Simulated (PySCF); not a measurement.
# Multinuclear NMR of 4-Hydroxypyridine

Molfile (atoms numbered from 1):
```
C5H5NO
     RDKit          3D

 12 12  0  0  0  0  0  0  0  0999 V2000
    2.1483   -0.7216   -0.2474 O   0  0  0  0  0  0  0  0  0  0  0  0
    0.8666   -0.3142   -0.1074 C   0  0  0  0  0  0  0  0  0  0  0  0
   -0.1607   -1.2312   -0.3229 C   0  0  0  0  0  0  0  0  0  0  0  0
   -1.4641   -0.7961   -0.1742 C   0  0  0  0  0  0  0  0  0  0  0  0
   -1.7958    0.4406    0.1602 N   0  0  0  0  0  0  0  0  0  0  0  0
   -0.8179    1.3051    0.3624 C   0  0  0  0  0  0  0  0  0  0  0  0
    0.5248    0.9886    0.2447 C   0  0  0  0  0  0  0  0  0  0  0  0
    2.7537    0.0091   -0.0683 H   0  0  0  0  0  0  0  0  0  0  0  0
    0.0750   -2.2463   -0.5968 H   0  0  0  0  0  0  0  0  0  0  0  0
   -2.2927   -1.4734   -0.3313 H   0  0  0  0  0  0  0  0  0  0  0  0
   -1.1258    2.3062    0.6342 H   0  0  0  0  0  0  0  0  0  0  0  0
    1.2898    1.7325    0.4207 H   0  0  0  0  0  0  0  0  0  0  0  0
  1  2  1  0
  2  3  2  0
  3  4  1  0
  4  5  2  0
  5  6  1  0
  6  7  2  0
  7  2  1  0
  1  8  1  0
  3  9  1  0
  4 10  1  0
  6 11  1  0
  7 12  1  0
M  END
```

Computed data (PySCF 2.14.0 with density-fitted response routines): coordinates at the GFN2-xTB level, shieldings: GIAO PBE0/pcSseg-1, couplings computed with B3LYP/pcJ-1 (spin–dipole term only in couplings to heteroatoms). Fast rotation and ring inversion assumed for equivalent nuclei, relativity neglected, isolated molecule, a single conformation.

Q: Where does 15N resonate?

A: 
| atoms | environment | σ (ppm) | δ (ppm) |
| --- | --- | --- | --- |
| N5 | pyridine-type ring nitrogen | -69.6 | -83.9 |

Shieldings were converted by a linear fit to measured shifts: 15N (scatter 6.3 ppm rms vs CH3NO2, solution or neat liquid). Occasional misses reach two or three times the rms, and more in compound classes unlike the fitted ones. Couplings are scaled by factors fitted to measured values: 3J(H,H) × 0.92 (rms 0.5 Hz); all others are unscaled and can be 10–30 % off.

Couplings (the largest are listed; each averaged over equivalent pairs): 2J(N5,H10) = -11.7 Hz, 2J(C3,N5) = 2.6 Hz, 3J(C2,N5) = -3.9 Hz, 3J(N5,H9) = -1.2 Hz. Signs are for 15N, whose magnetogyric ratio is negative.

On a 600 MHz spectrometer 15N resonates near 60.8 MHz, so 1 ppm is 60.8 Hz.

Q: Predict the 17O NMR data.

A: 
| atoms | environment | σ (ppm) | δ (ppm) |
| --- | --- | --- | --- |
| O1 | phenol-type oxygen | 201.7 | 83.0 |

Shieldings were converted by a linear fit to measured shifts: 17O: δ = 266.70 − 0.911σ (rms 10.7 ppm, 155 shifts, 12.2 ppm with the 3 outliers that the fit left out vs liquid water, solution or neat liquid). A few per cent of atoms miss by over 2 rms, more outside the fitted compound classes. Couplings are scaled by factors fitted to measured values: 3J(H,H) × 0.92 (rms 0.5 Hz); all others are unscaled and can be 10–30 % off.

Couplings (the largest are listed; each averaged over equivalent pairs; quadrupolar broadening usually hides them): 1J(O1,C2) = 22.8 Hz, 2J(O1,C3) = -3.7 Hz, 3J(O1,H9) = -2.2 Hz, 3J(O1,C4) = -1.0 Hz.

On a 500 MHz spectrometer 17O resonates near 67.8 MHz, so 1 ppm is 67.8 Hz.
